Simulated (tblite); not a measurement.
C₄H₇FGeO₂.
SMILES with atom numbers: `[O:1]=[C:2]([OH:3])[GeH2:4]/[CH:5]=[CH:6]\[CH2:7][F:8]` (hydrogens: H9 on O3; H10, H11 on Ge4; H12 on C5; H13 on C6; H14, H15 on C7)

Computed with GFN2-xTB (tblite), gas phase: L-BFGS steps from a force-field or distance-geometry start until the largest atomic force falls under 0.01 eV/Å.

Step 21: E = -731.3620 eV
```
atom  x, y, z in Å  |  force x, y, z in eV/Å
O1      2.9031    0.4238   -0.7698   -0.011  -0.025   0.031
C2      2.0341    0.4353    0.0558   -0.012  -0.007  -0.002
O3      2.0721   -0.2938    1.1712    0.005   0.004  -0.009
Ge4     0.3577    1.5087   -0.0135    0.019   0.019  -0.022
C5     -1.1466    0.5646    0.7951    0.025   0.003   0.003
C6     -1.6442   -0.5706    0.3259   -0.003   0.007   0.017
C7     -1.1004   -1.2558   -0.8841   -0.010   0.005  -0.004
F8     -1.8023   -2.3961   -1.1681   -0.005  -0.008   0.001
H9      2.8902   -0.8196    1.2346    0.006   0.016   0.001
H10     0.5847    2.8027    0.7132    0.000   0.002   0.019
H11     0.1360    1.8419   -1.4603   -0.016   0.014   0.003
H12    -1.5859    0.9970    1.6824    0.000   0.008  -0.010
H13    -2.4808   -1.0706    0.7960   -0.007  -0.023   0.016
H14    -0.0539   -1.5529   -0.7332   -0.003  -0.007  -0.012
H15    -1.1683   -0.6068   -1.7671    0.012  -0.006  -0.030
```

Step 22: E = -731.3623 eV
```
atom  x, y, z in Å  |  force x, y, z in eV/Å
O1      2.9033    0.4219   -0.7696   -0.016  -0.018   0.017
C2      2.0329    0.4351    0.0544    0.009  -0.014   0.004
O3      2.0712   -0.2918    1.1713   -0.001  -0.005   0.005
Ge4     0.3571    1.5083   -0.0145    0.032   0.037  -0.023
C5     -1.1458    0.5641    0.7941    0.022   0.008   0.008
C6     -1.6444   -0.5707    0.3258    0.000   0.000   0.013
C7     -1.1009   -1.2559   -0.8842   -0.008  -0.004  -0.011
F8     -1.8019   -2.3964   -1.1684   -0.019  -0.015   0.000
H9      2.8892   -0.8178    1.2364    0.001   0.024  -0.004
H10     0.5850    2.8011    0.7154   -0.001  -0.006   0.015
H11     0.1360    1.8455   -1.4602   -0.018   0.013  -0.002
H12    -1.5828    0.9971    1.6818   -0.009   0.009  -0.002
H13    -2.4802   -1.0705    0.7974   -0.008  -0.026   0.014
H14    -0.0548   -1.5541   -0.7338    0.006  -0.001  -0.007
H15    -1.1684   -0.6077   -1.7678    0.010   0.000  -0.028
```

Step 23: E = -731.3625 eV
```
atom  x, y, z in Å  |  force x, y, z in eV/Å
O1      2.9035    0.4193   -0.7691   -0.014  -0.012  -0.004
C2      2.0315    0.4345    0.0529    0.028  -0.017   0.013
O3      2.0700   -0.2894    1.1715   -0.011  -0.015   0.022
Ge4     0.3570    1.5085   -0.0162    0.035   0.045  -0.015
C5     -1.1443    0.5636    0.7929    0.014   0.009   0.010
C6     -1.6447   -0.5710    0.3259    0.006  -0.007   0.004
C7     -1.1017   -1.2561   -0.8846   -0.005  -0.012  -0.015
F8     -1.8018   -2.3972   -1.1689   -0.030  -0.016   0.001
H9      2.8881   -0.8152    1.2386   -0.003   0.028  -0.007
H10     0.5854    2.7989    0.7184    0.000  -0.011   0.010
H11     0.1358    1.8502   -1.4601   -0.019   0.013  -0.011
H12    -1.5792    0.9974    1.6811   -0.015   0.009   0.005
H13    -2.4797   -1.0709    0.7994   -0.002  -0.022   0.007
H14    -0.0560   -1.5557   -0.7345    0.011   0.007  -0.002
H15    -1.1683   -0.6089   -1.7692    0.007   0.002  -0.019
```

**Question.** Estimate the geometry and energy of step 24. (The exact step hangs on the optimiser's Hessian estimate; all steps are aligned on step 23, rigid shifts and turns removed.)

**Answer.** E = -731.3628 eV, largest force 0.046 eV/Å
```
atom  x, y, z in Å  |  force x, y, z in eV/Å
O1      2.9036    0.4157   -0.7688   -0.007  -0.009  -0.025
C2      2.0301    0.4336    0.0514    0.037  -0.013   0.020
O3      2.0682   -0.2866    1.1722   -0.019  -0.020   0.033
Ge4     0.3575    1.5095   -0.0186    0.028   0.037  -0.001
C5     -1.1422    0.5630    0.7916    0.001   0.006   0.008
C6     -1.6449   -0.5713    0.3262    0.013  -0.012  -0.008
C7     -1.1028   -1.2567   -0.8854   -0.002  -0.018  -0.014
F8     -1.8022   -2.3983   -1.1694   -0.036  -0.010   0.002
H9      2.8867   -0.8116    1.2413   -0.003   0.027  -0.007
H10     0.5859    2.7961    0.7224    0.002  -0.008   0.008
H11     0.1351    1.8564   -1.4604   -0.019   0.014  -0.020
H12    -1.5750    0.9979    1.6803   -0.018   0.006   0.008
H13    -2.4790   -1.0717    0.8020    0.013  -0.013  -0.003
H14    -0.0572   -1.5575   -0.7355    0.009   0.014   0.002
H15    -1.1681   -0.6104   -1.7713    0.001  -0.001  -0.003
```

The energy changes by -0.0003 eV. The first-order estimate −F·Δx gives -0.0004 eV and the mean of the old and new forces, exact on a quadratic surface, -0.0003 eV. The step makes an angle of 73° with the force vector and moves no atom by more than 0.006 Å.

The cost below is that of the whole relaxation. Hardware: Arm Neoverse V1, one thread, shared host. Cost: 0.91 s.
